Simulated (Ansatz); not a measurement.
This geometry of CH$_{5}$O$_{2}$Sb (9 atoms, charge 0, multiplicity 1) is a first-order saddle point.

These are results of Ansatz, RKS revPBE/def2-SVP, not measurements.

```xyz
9
Properties=species:S:1:pos:R:3
C -0.240 0.840 -1.013
Sb 1.184 0.220 0.557
O 1.220 -1.739 -0.002
O -0.211 0.043 2.026
H 0.290 0.948 -1.981
H -0.708 1.809 -0.747
H -1.014 0.053 -1.119
H 0.663 -2.214 0.649
H -1.096 -0.005 1.613
```

Which two structures does it join? (They come from a converged band through this point; their orientation in space is the band's.)

No bond is made or broken. The dihedral C1–Sb2–O3–H8 goes from 173 to -30°.

Image 0:

```xyz
9
Properties=species:S:1:pos:R:3
C -0.229 0.839 -1.026
Sb 1.088 0.119 0.575
O 0.707 -1.795 -0.012
O -0.263 0.295 2.080
H 0.345 0.985 -1.963
H -0.694 1.799 -0.725
H -1.008 0.068 -1.194
H 1.287 -2.389 0.504
H -1.145 0.033 1.744
```

Image 8:

```xyz
9
Properties=species:S:1:pos:R:3
C -0.196 0.731 -0.963
Sb 1.154 0.285 0.733
O 1.355 -1.685 0.281
O -0.322 0.254 2.128
H 0.358 0.642 -1.919
H -0.594 1.762 -0.868
H -1.047 0.018 -0.974
H 0.545 -2.015 -0.157
H -1.162 -0.039 1.722
```

How far does it lie above each of them?

10.8 kJ/mol above the first and 4.0 kJ/mol above the second. This is the barrier of this one path; another mechanism may lie lower.

Time of the run: 110 s on 2 threads of Arm Neoverse V1, on a shared host, peak memory 0.13 GiB.
